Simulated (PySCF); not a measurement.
# Polarisability and C₆ of Bi³⁺ (bismuth, charge +3)

[Xe] 4f14 5d10 6s2, closed-shell 1S. All numbers are calculated (PySCF 2.14, a scalar-relativistic core potential, in aug-cc-pwCVTZ-PP with ECP60MDF). Coupled (time-dependent) response in atomic units; α is the mean over directions.

```json
{"method": "UHF", "mean α (bohr³)": "11.07", "C₆ (like pair)": "67.25", "S(−4)": "35.47"}
{"method": "PBE", "mean α (bohr³)": "9.618", "C₆ (like pair)": "58.71", "S(−4)": "23.69"}
{"method": "PBE0", "mean α (bohr³)": "9.915", "C₆ (like pair)": "60.40", "S(−4)": "25.91"}
{"method": "PBEsol", "mean α (bohr³)": "9.602", "C₆ (like pair)": "58.75", "S(−4)": "23.45"}
```

S(−4) is the Cauchy moment in α(ω) = α(0) + S(−4) ω² + …

α(iu) at PBE:

```json
{"u (hartree)": "0", "α(iu) (bohr³)": "9.618"}
{"u (hartree)": "0.0500", "α(iu) (bohr³)": "9.560"}
{"u (hartree)": "0.100", "α(iu) (bohr³)": "9.390"}
{"u (hartree)": "0.200", "α(iu) (bohr³)": "8.788"}
{"u (hartree)": "0.300", "α(iu) (bohr³)": "7.997"}
{"u (hartree)": "0.500", "α(iu) (bohr³)": "6.427"}
{"u (hartree)": "0.750", "α(iu) (bohr³)": "4.966"}
{"u (hartree)": "1.00", "α(iu) (bohr³)": "3.986"}
{"u (hartree)": "1.50", "α(iu) (bohr³)": "2.790"}
{"u (hartree)": "2.00", "α(iu) (bohr³)": "2.081"}
{"u (hartree)": "3.00", "α(iu) (bohr³)": "1.280"}
{"u (hartree)": "5.00", "α(iu) (bohr³)": "0.6093"}
```

A single London oscillator, α(iu) = α/(1 + u²/ω²), gives C₆ = (3/4) ω α². Matching the computed C₆ needs ω = 4 × 58.71 / (3 × 9.618²) = 0.846 hartree.

For an ion, C₆ is the dispersion term alone; charge-induced terms of lower order in 1/R come first.

Energies and moments cover only the electrons outside the core potential. Spin-orbit coupling, which splits the p, d and f shells strongly at this Z, is absent.
